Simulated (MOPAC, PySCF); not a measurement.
Scan of H6SSi2, singlet: bend at the central S, local threefold symmetry of each SiH3 group. Scanned: Si-S-Si angle. Other coordinates (S-Si length, H-Si-S angle, Si-H length) were minimised at B3LYP/def2-TZVP.

- PM3, restricted, heats of formation (MOPAC)
- CAM-B3LYP/def2-TZVP, density fitting (PySCF)
- wB97X-V/def2-TZVP, density fitting (PySCF)

Energies relative to the lowest point of each profile, in eV:

```csv
a / °,PM3,CAM-B3LYP
180,1.681,1.106
172.50,1.592,1.082
165,1.389,1.014
157.50,1.147,0.907
150,0.903,0.771
142.50,0.676,0.620
135,0.475,0.464
120,0.175,0.186
112.50,0.082,0.083
105,0.025,0.017
97.50,0.000,0.000
90,0.002,0.057
```

**Question.** Predict the corresponding wB97X-V column.

**Answer.** 180: 1.137; 172.50: 1.114; 165: 1.046; 157.50: 0.940; 150: 0.806; 142.50: 0.654; 135: 0.497; 120: 0.213; 112.50: 0.103; 105: 0.028; 97.50: 0.000; 90: 0.043 (eV).
